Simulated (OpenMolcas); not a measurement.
## Lines of neutral silicon: computed and rescaled rates

```yaml
Program: OpenMolcas 26.06
Method: "SS-RASPT2, IPEA 0.25 Eh, imaginary shift 0.1 Eh (closed shells correlated: 2s 2p)"
Basis: ANO-RCC [8s7p5d4f2g]
Scalar_Hamiltonian: DKH2, point nucleus
Active_space: 4 electrons in 9 orbitals (RAS2 3s 3p; RAS3 3d, at most 2 electrons)
State_averaging: 2S+1 = 3 even, 3 roots; 2S+1 = 1 even, 6 roots; 2S+1 = 5 odd, 1 root; 2S+1 = 3 odd, 8 roots; 2S+1 = 1 odd, 5 roots
Spin-orbit_coupling: state interaction with AMFI integrals over the reference wave functions, term energies averaged over their components
```

Rates come from the transition moments of the reference wave functions (E1 and E2 in the length form). At fixed line strength A goes as λ^-3 for E1 and M1 and as λ^-5 for E2, so a rate at the computed wavelength can be rescaled to the measured one. Measured vacuum wavelengths follow from level energies in NIST Handbook of Basic Atomic Spectroscopic Data. Branching counts decays inside the model space alone, at computed energies, and the table is only a selection of the E2 and M1 lines, drawn from those between levels with measured partners whose computed energy lies within a factor of 1.5 of the measured one.

| Upper | Lower | Type | λ computed (nm) | λ measured (nm) | A computed (s-1) | A rescaled (s-1) | Branching % |
| --- | --- | --- | --- | --- | --- | --- | --- |
| 3s² 3p² ¹S₀ | 3s² 3p² ¹D₂ | E2 | 1080 | 1099 | 8.30e-01 | 7.61e-01 | 96.7 |
| 3s² 3p² ¹S₀ | 3s² 3p² ³P₁ | M1 | 653.1 | 652.9 | 2.77e-02 |  | 3.2 |
| 3s² 3p² ¹D₂ | 3s² 3p² ³P₂ | M1 | 1687 | 1646 | 1.99e-03 |  | 73.3 |
| 3s² 3p² ¹D₂ | 3s² 3p² ³P₁ | M1 | 1651 | 1607 | 7.08e-04 |  | 26.1 |
| 3s² 3p² ³P₂ | 3s² 3p² ³P₁ | M1 | 77780 | 68470 | 2.88e-05 | 4.22e-05 | 100.0 |
| 3s² 3p² ¹D₂ | 3s² 3p² ³P₂ | E2 | 1687 | 1646 | 1.49e-05 |  | 0.5 |

Spin-changing lines and M1 lines between different terms are not rescaled, since their strength hangs on the term gaps too.

The largest correction is for 3s² 3p² ³P₂ → 3s² 3p² ³P₁ (M1): 2.88e-05 × (77780 / 68470)^3 = 4.22e-05 s-1, a factor of 1.47.

No measured rate stands beside these. Rescaling mends the energy factor alone: line strengths can still be far off where a level mixes with configurations outside the active space, and weak or spin-changing lines hang on small mixing coefficients that depend on the term gaps too, so rescaling need not improve them.

CASPT2 does not keep the components of a term degenerate, so their means are used; among the terms shown or strongly mixed into the levels shown the widest spread is 21 cm-1 (3s² 3p² ¹D). The run also gave levels led by 3s² 3p 3d, which use shells meant for correlation; these and all levels above them are left out. Measured partners are found by configuration, term and J. A level has none where our copy of the source lacks it or the pairing is in doubt (some pairs that miss far off the trend of their configuration count as doubtful). Levels of configurations outside the active space are missing.
